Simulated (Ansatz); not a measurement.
A structure relaxed at PBE0-D4/def2-TZVP, charge 0, multiplicity 1:

```json
{"atom": "C1", "x (Å)": "-1.4733", "y (Å)": "0.9131", "z (Å)": "-1.5188"}
{"atom": "O2", "x (Å)": "-0.7701", "y (Å)": "0.5933", "z (Å)": "-0.3349"}
{"atom": "Si3", "x (Å)": "0.5793", "y (Å)": "-0.3144", "z (Å)": "-0.2695"}
{"atom": "F4", "x (Å)": "1.8132", "y (Å)": "0.4679", "z (Å)": "-0.9310"}
{"atom": "Ge5", "x (Å)": "1.0376", "y (Å)": "-0.7113", "z (Å)": "2.0248"}
{"atom": "H6", "x (Å)": "-2.4961", "y (Å)": "1.1782", "z (Å)": "-1.2481"}
{"atom": "H7", "x (Å)": "-1.0087", "y (Å)": "1.7643", "z (Å)": "-2.0238"}
{"atom": "H8", "x (Å)": "-1.5020", "y (Å)": "0.0638", "z (Å)": "-2.2107"}
{"atom": "H9", "x (Å)": "0.4035", "y (Å)": "-1.5348", "z (Å)": "-1.1038"}
{"atom": "H10", "x (Å)": "-0.1074", "y (Å)": "-1.5207", "z (Å)": "2.6543"}
{"atom": "H11", "x (Å)": "2.3397", "y (Å)": "-1.5145", "z (Å)": "2.1769"}
{"atom": "H12", "x (Å)": "1.1843", "y (Å)": "0.6151", "z (Å)": "2.7846"}
```

(1) Give its formula and SMILES.

(2) Summarise the bond lengths by kind.

Answers

(1) CH7FGeOSi, `CO[SiH](F)[GeH3]`.

(2) 1 × C–O 1.414 Å; 3 × C–H 1.091 to 1.096 Å; 1 × O–Si 1.628 Å; 1 × F–Si 1.604 Å; 1 × Ge–Si 2.373 Å; 1 × H–Si 1.489 Å; 3 × Ge–H 1.536 to 1.537 Å.

Program: Ansatz 0.2.0.
